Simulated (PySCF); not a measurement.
CH4ClFOSi2, SMILES C([SiH2]Cl)(=O)[SiH2]F.

The structure is a stationary point at PBE0-D3(BJ)/def2-SVP. The structure was generated by enumeration, and PubChem lists no compound with its InChIKey, so it may never have been made. Other conformers were not sampled.

Computed with HF/def2-TZVP (PySCF).

Isolated molecule, no solvent.

Question: Estimate the frontier levels, gap, dipole moment and polarisability. (An estimate is asked for; the answer gives what the named calculation found.)

Answer: 
```
Property                                                                                                         Value
---------------------------------------------------------------------------------------------  -----------------------
highest occupied level                                                                                       -10.28 eV
lowest empty level                                                                                             1.55 eV
orbital gap                                                                                                   11.83 eV
dipole moment                                                                                                   0.62 D
quadrupole, principal values (traceless, Buckingham form, about the centre of nuclear charge)  -12.94, 2.01, 10.93 D·Å
mean static polarisability                                                                       69.2 bohr³ (10.26 Å³)
polarisability, principal values                                                                58.8, 72.2, 76.8 bohr³
```
